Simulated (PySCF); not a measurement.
A compound of formula C20H12 has these computed shifts in ppm, with the number of atoms in brackets (GIAO OPBE/pcSseg-1, gas phase, PySCF SCF with an in-house response code, fitting set def2-universal-JFIT, grid level 2, non-relativistic, geometry: GFN2-xTB; 13C, 1H against isolated TMS).

1H: 8.81 (1), 8.60 (1), 8.45 (1), 8.08 (1), 8.07 (1), 8.04 (1), 7.94 (1), 7.85 (1), 7.17 (1), 6.65 (1), 6.54 (1), 6.49 (1)
13C: 149.6 (1), 148.2 (1), 147.8 (1), 147.6 (1), 126.8 (1), 126.7 (1), 126.4 (1), 126.3 (1), 124.8 (1), 124.7 (1), 124.4 (1), 123.7 (1), 122.3 (1), 120.3 (1), 120.2 (1), 120.2 (1), 119.2 (1), 118.4 (1), 115.0 (1), 109.9 (1)

Question: Which structure gave them?

Answer: C1=Cc2c1ccc1c2ccc2c3ccccc3ccc12. Other isomers were not compared.
